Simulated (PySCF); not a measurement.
## MH₄ across group 4

Level: PBE0, basis family def2-TZVP, scalar-relativistic core potentials from Rb on and no relativity for lighter atoms.

Each entry is the lowest minimum that a search over a few typed start shapes (and spin states, where more than one is plausible) found, or that minimum re-optimised at the stated level; isomers with ligand–ligand bonds, or fragments after loss of a ligand pair, can lie lower. Open shells are unrestricted; no spin–orbit coupling; PySCF with density fitting.

```
molecule  2S+1  point group  mean bond to the central atom (Å)  lowest ω (cm⁻¹)  gap (eV)  polar-tensor charge of the central atom  distinct angles (°)
    TiH₄     1           Td                              1.693              517      5.97                                     1.46                  109
    ZrH₄     1           Td                              1.844              533      6.09                                     1.68                  109
    HfH₄     ?            ?                                  ?                ?         ?                                        ?                    ?
```

(1) Fill in the row of HfH₄.

Answers

(1) 2S+1: 1; point group: Td; mean bond to the central atom (Å): 1.847; lowest ω (cm⁻¹): 551; gap (eV): 6.40; polar-tensor charge of the central atom: 1.63; distinct angles (°): 109.

The bond lengthens at every step; the largest change, 0.151 Å, falls between TiH₄ and ZrH₄ among the members listed.

The 4d and 5d members differ by only 0.003 Å, the mark of the lanthanide contraction and relativistic shrinkage of 6s.

Spin–orbit coupling can matter for HfH₄.

Left out of the table are members whose search was unfinished or whose lowest solution was spin-contaminated, unstable, very soft or bonded differently.
